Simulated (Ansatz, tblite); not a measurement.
Ta oxide hydroxide: vertical triplet (eV) at several levels, gas phase, relaxed structures; Ansatz, xTB through tblite. Clusters are the lowest isomers that short searches found in that spin, judged at the geometry's level. Core potentials for Ta in the def2 sets, no spin–orbit coupling. xTB has no spin-polarisation term. The structures are stationary points that may keep the symmetry of their start. Remarks come from the PBE and PBE0 runs and from stability tests at other levels; not every state was tested. HOMO above LUMO (over both spins in singlets and doublets, within one spin in higher multiplets; at PBE or PBE0), or a gap under 0.15 eV within one spin, warns that the state may not be the lowest or that an electron is smeared out.

| species | state | geometry | GFN1-xTB | GFN2-xTB | PBE-D4/def2-TZVP | PBE0-D4/def2-TZVP | remarks |
| --- | --- | --- | --- | --- | --- | --- | --- |
| TaO4H3 (with an O–O bond) | singlet | PBE-D4/def2-SVP | 4.15 | 3.92 | 3.68 | 3.78 | gap within one spin near zero at PBE or PBE0 (triplet) |
| Ta2O6H2 (with an O–O bond) | singlet | PBE-D4/def2-SVP | 4.00 | 3.43 | 3.08 | 3.37 | – |
| Ta2O7H4 (with an O–O bond) | singlet | PBE-D4/def2-SVP | 4.41 | 3.74 | 3.95 | 4.22 | – |

Task: Estimate the column for r2SCAN-D4/def2-TZVP.

Result: TaO4H3 (with an O–O bond) 3.65; Ta2O6H2 (with an O–O bond) 3.15; Ta2O7H4 (with an O–O bond) 4.00.

Over the 3 species that have every level, the mean is 4.19 at GFN1-xTB, 3.70 at GFN2-xTB, 3.57 at PBE-D4/def2-TZVP, 3.60 at r2SCAN-D4/def2-TZVP, 3.79 at PBE0-D4/def2-TZVP.
